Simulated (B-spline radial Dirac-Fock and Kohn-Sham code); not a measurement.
Dipole and non-dipole photoemission parameters of Ti 3p1/2

System: neutral titanium in the configuration [Ar] 3d2 4s2; threshold 44.32 eV (orbital energy of the model). Calculated with an atomic code on a B-spline grid, using Dirac-Hartree-Slater photoionisation with a Latter tail; cross sections with all multipoles, angular parameters from the dipole term and its interference with E2.

Input of the calculation (task.json; shells as n, l, electrons):

```json
{"items": [{
  "Z": 22,
  "q": 0,
  "cfg": [[1, 0, 2], [2, 0, 2], [2, 1, 6], [3, 0, 2], [3, 1, 6], [3, 2, 2], [4, 0, 2]],
  "A": 48,
  "rrms": 3.5921,
  "do": "xps",
  "hv": [54.0, 56.8, 58.5, 80, 86.4, 97.0, 100, 147.0, 200, 219.0, 232.0, 300, 335.0, 400, 809.0, 1020.0, 1170.0, 1300.0, 1950.0, 4010.0, 4360.0, 4750.0, 5230.0, 8047.8, 10800.0, 12000, 12700.0, 12800.0, 12900.0, 15000],
  "edges": {"K": 4966.0, "L1": 560.9, "L2": 460.2, "L3": 453.8}
}]}
```

Command: `python xray2_run.py task.json out`

For linearly polarised light dσ/dΩ = σ/(4π) [1 + β P₂(cos θ) + (δ + γ cos²θ) sin θ cos φ], with θ from the polarisation vector and φ the angle between the beam and the projection of the electron momentum on the plane normal to the polarisation.

```csv
hν (eV),σ (kb),β,γ,δ
54,365,0.858,-0.111,0.030
56.8,304,0.317,-0.139,0.040
58.5,283,0.031,-0.141,0.045
80,336,0.132,0.125,0.021
86.4,363,0.392,0.144,0.013
97,392,0.712,0.140,0.005
100,?,?,?,?
147,359,1.329,0.035,-0.003
200,264,1.512,-0.014,-0.001
219,235,1.546,-0.020,0.000
232,216,1.563,-0.021,0.000
300,144,1.613,-0.009,0.002
335,119,1.624,0.004,0.003
400,85.3,1.628,0.035,0.005
809,18.0,1.539,0.248,0.013
1020,10.2,1.481,0.340,0.018
1170,7.13,1.441,0.397,0.022
1300,5.41,1.408,0.443,0.025
1950,1.77,1.264,0.624,0.043
4010,0.200,0.957,0.945,0.102
4360,0.153,0.919,0.980,0.112
4750,0.116,0.881,1.015,0.123
5230,0.0848,0.838,1.053,0.136
8047.8,0.0200,0.653,1.214,0.206
10800,0.00719,0.537,1.321,0.267
12000,0.00496,0.499,1.359,0.291
12700,0.00405,0.479,1.380,0.304
12800,0.00394,0.476,1.383,0.306
12900,0.00383,0.473,1.386,0.308
15000,0.00223,0.423,1.442,0.347
```

Problem. Give the values at 100 eV.

Solution. σ = 397 kb, β = 0.783, γ = 0.135, δ = 0.004.
